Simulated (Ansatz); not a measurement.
`NB(F)[SiH2]Cl` from Hartree–Fock to CCSD(T)

Z-matrix (Å, degrees):
```
Si
Cl 1 2.077
B 1 2.028 2 107.6
H 1 1.485 2 107.2 3 -122.0
H 1 1.485 2 107.1 3 122.0
F 3 1.342 1 119.7 2 -179.7
N 3 1.386 1 121.0 2 0.4
H 7 1.006 3 121.9 1 -0.0
H 7 1.008 3 123.1 1 179.9
```

The species carries charge 0 and has multiplicity 1. Geometry: relaxed with PBE0-D4/def2-TZVP. It is one conformer, not always the lowest. Frozen core, restricted reference, the Gaussian-basis code of Ansatz. CBS rows extrapolate triple and quadruple zeta; past MP2 they add the triple-zeta difference.

```csv
basis,HF (Eh),MP2 corr.,CCSD corr.,(T),CCSD(T) total
def2-TZVPP,?,?,-0.90986,?,?
def2-QZVPP,-929.62593,-0.94056,–,–,–
CBS(def2),-929.63004,-0.99651,?,as TZ,?
```

Task: Fill in the withheld values. (An estimate is asked.)

Result: The calculation gave: def2-TZVPP HF (Eh): -929.59604; def2-TZVPP MP2 corr.: -0.86503; def2-TZVPP (T): -0.03360; def2-TZVPP CCSD(T) total: -930.53950; CBS(def2) CCSD corr.: -1.04134; CBS(def2) CCSD(T) total: -930.70498.
